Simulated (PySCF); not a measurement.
**UHF on Ga (gallium, neutral)**

Configuration: [Ar] 3d10 4s2 4p1, 2P determinant. Calculation: PySCF 2.14, in def2-QZVPPD (12s7p5d4f1g, 95 functions); no relativity, point nucleus.

```
Total energy                                                  : -1923.263636 hartree
One-electron energy                                           : -2684.9391 hartree
Hartree (Coulomb) energy                                      : 835.2128 hartree
Exchange energy                                               : -73.5374 hartree
Kinetic energy                                                : 1923.25937 hartree
⟨S²⟩                                                          : 0.7634
⟨L²⟩                                                          : 2.041
Sum of ⟨r⟩                                                    : 23.37 bohr
Sum of ⟨r²⟩                                                   : 40.70 bohr²
Traceless quadrupole moment −½Σ⟨3z² − r²⟩ along its main axis : -5.65 e·bohr²
Density at the nucleus (Gaussians lack the cusp)              : 20300 bohr⁻³
Spin density at the nucleus                                   : -0.345 bohr⁻³
Langevin diamagnetic susceptibility                           : -32.2 ×10⁻⁶ cm³/mol
```

| shell | electrons | mean orbital energy (eV) | spread (eV) | rms radius, mean of both spins (bohr) |
| --- | --- | --- | --- | --- |
| 1s α | 1 | -10308.2 | 0 | 0.0572 |
| 1s β | 1 | -10308.1 | 0 | 0.0572 |
| 2s β | 1 | -1310.7 | 0 | 0.239 |
| 2s α | 1 | -1310.7 | 0 | 0.239 |
| 2p α | 3 | -1156.3 | 0.008 | 0.212 |
| 2p β | 3 | -1156.3 | 0.070 | 0.212 |
| 3s α | 1 | -173.99 | 0 | 0.709 |
| 3s β | 1 | -173.96 | 0 | 0.709 |
| 3p α | 3 | -121.97 | 0.004 | 0.742 |
| 3p β | 3 | -121.91 | 0.276 | 0.742 |
| 3d α | 5 | -32.448 | 0.193 | 0.893 |
| 3d β | 5 | -32.432 | 0.281 | 0.893 |
| 4s α | 1 | -12.412 | 0 | 2.69 |
| 4s β | 1 | -10.727 | 0 | 2.69 |
| 4p α | 1 | -5.870 | 0 | 3.68 |

Spin-orbit constants ζ (cm⁻¹) from the X2C one-electron operator on these orbitals (non-relativistic here): bare nucleus, nucleus screened by l(l+1)(2l+1)/3 electrons, and screened by the Breit-Pauli mean field of the electrons.

```csv
shell,bare,screened nucleus,mean field
2p,145800,136400,n/a
3p,18690,17480,n/a
3d,2095,1419,n/a
4p,505.2,472.6,n/a
```

To first order the Landé constant is A = 472.6 cm⁻¹, so the lowest level has J = 1/2 and lies 0.0586 eV below the centre of the term.
